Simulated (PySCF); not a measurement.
# Structure from 2D NMR

Compound of formula C7H12NP. Correlations simulated from computed shifts and the bond graph:

HSQC (one-bond C–H):
| δH | δC |
| --- | --- |
| 7.85 | 159.3 |
| 7.22 | 126.6 |
| 4.05 | 58.0 |
| 2.63 | 18.7 |
| 1.46 | 26.3 |

COSY cross peaks (H two or three bonds apart, from the bond graph; peaks can be absent where the dihedral angle is near 90°):
| δH | δH |
| --- | --- |
| 4.05 | 1.46 |

HMBC (two and three bonds, from the bond graph):
| δH | δC |
| --- | --- |
| 7.85 | 154.0, 126.6, 58.0 |
| 7.22 | 159.3, 154.0, 58.0, 18.7 |
| 4.05 | 159.3, 126.6, 26.3 |
| 2.63 | 154.0, 126.6 |
| 1.46 | 58.0, 26.3 |

Carbons without hydrogens: δ 154.0.

- σ from GIAO-PBE0/pcSseg-1
- geometry: GFN2-xTB
- run in PySCF
- single conformer, no solvent, one averaged value for each set of equivalent atoms, non-relativistic

Referencing at the same level of theory: TMS for ¹H, ¹³C.

Exchangeable hydrogens are left out of these lists.

Work out the connectivity.

Answers

SMILES Cc1cn(C(C)C)cp1.

Mapped SMILES: `[CH3:1][c:2]1[cH:3][n:4]([CH:5]([CH3:6])[CH3:7])[cH:8][p:9]1`; H(Xn) means a hydrogen on atom n.

1. δC 159.3 is C8, an aromatic CH next to a ring nitrogen (δH 7.85).
2. δC 154.0 is C2, a substituted aromatic carbon.
3. δC 126.6 is C3, an aromatic CH next to a ring nitrogen (δH 7.22).
4. δC 58.0 is C5, an sp3 CH bonded to N (δH 4.05).
5. δC 26.3 is C6/C7, a methyl carbon (δH 1.46).
6. δC 18.7 is C1, a methyl carbon on an aromatic ring (δH 2.63).
7. HMBC from δH 7.85 reaches the proton-free carbon C2.
8. HMBC from δH 7.22 reaches the proton-free carbon C2.
9. HMBC from δH 2.63 reaches the proton-free carbon C2.
10. COSY links 4.05–1.46.

The shifts were computed for this structure.

Shifts are as computed. Against solution values, carbons near 30 ppm lie about +3 ppm off and those near 130 ppm about +5 ppm. Of 1211 compounds with measured shifts, 218 miss one by over three times the rms of a fit or turn the order of signals round; such compounds aren't used in these exercises.
